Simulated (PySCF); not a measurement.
## Telling isomers of C₇H₉P apart by NMR

- GIAO PBE0/pcSseg-1 shieldings
- coordinates at the GFN2-xTB level
- run in PySCF 2.14.0 with density-fitted response routines
- equivalent nuclei averaged, relativity neglected, isolated molecule, one computed conformer

References, each an isolated molecule treated in the same way: TMS for 1H (31.72 ppm), 13C (186.93 ppm). Splittings of carbon signals by F and P are missing where no couplings were computed. Where no couplings were computed, multiplicities follow the n + 1 count of equivalent neighbours, and m marks all less simple cases (inequivalent or close neighbours, rings, F or P nearby). Shifts are as computed. Against solution values, carbons near 30 ppm lie about +3 ppm off and those near 130 ppm about +5 ppm. Of 1211 compounds with measured shifts, 218 miss one by over three times the rms of a fit or turn the order of signals round; such compounds aren't used in these exercises.

(1) Tabulate the signals of `Cc1ccpcc1C`, `C=Cc1ccp(C)c1`, `CPc1ccccc1` and their relative energies.

(2) What is the quickest way to tell Cc1ccpcc1C from C=Cc1ccp(C)c1?

(3) What is the quickest way to tell C=Cc1ccp(C)c1 from CPc1ccccc1?

(4) What is the quickest way to tell Cc1ccpcc1C from CPc1ccccc1?

Results:

(1) 
```json
{"SMILES": "Cc1ccpcc1C", "carbon types": "2×C 3×CH 2×CH3", "δC": "165.1, 163.7, 147.3, 142.9, 140.8, 27.3, 25.7", "δH": "9.02 (m, 1H), 9.00 (m, 1H), 8.06 (m, 1H), 2.52 (s, 3H), 2.48 (s, 3H)", "E rel. (kcal/mol)": "0.0"}
{"SMILES": "C=Cc1ccp(C)c1", "carbon types": "1×C 4×CH 1×CH2 1×CH3", "δC": "155.0, 150.2, 148.0, 141.9, 140.0, 120.8, 12.8", "δH": "7.59 (m, 1H), 7.10 (m, 1H), 6.92 (m, 1H), 6.75 (m, 1H), 5.84 (m, 1H), 5.58 (m, 1H), 1.36 (m, 3H)", "E rel. (kcal/mol)": "29.1"}
{"SMILES": "CPc1ccccc1", "carbon types": "1×C 5×CH 1×CH3", "δC": "148.1, 137.6, 134.0, 132.7, 13.8", "δH": "7.76 (m, 2H), 7.58 (m, 2H), 7.51 (m, 1H), 4.18 (m, 1H), 1.36 (m, 3H)", "E rel. (kcal/mol)": "0.7"}
```

Energies are electronic energies at PBE0/pcSseg-1 on these geometries, without zero-point or thermal terms, each for the one conformer computed, which needn't be the lowest.

(2) Both give the same number of carbon signals, but DEPT or the intensities differ. The first has an aromatic CH at 165.1 ppm, the second a terminal =CH2 carbon at 120.8 ppm. Their most deshielded carbons lie at 165.1 and 155.0 ppm. In the proton spectra the most deshielded non-exchanging signals are 9.02 (m, 1H) and 7.59 (m, 1H).

(3) Count the carbon signals: 7 against 5. The first has a terminal =CH2 carbon at 120.8 ppm, the second an aromatic CH at 132.7 ppm. Their most deshielded carbons lie at 155.0 and 148.1 ppm.

(4) Count the carbon signals: 7 against 5. The first has an aromatic CH at 165.1 ppm, the second a methyl carbon bonded to P (CH3) at 13.8 ppm. Their most deshielded carbons lie at 165.1 and 148.1 ppm. In the proton spectra the most deshielded non-exchanging signals are 9.02 (m, 1H) and 7.76 (m, 2H).
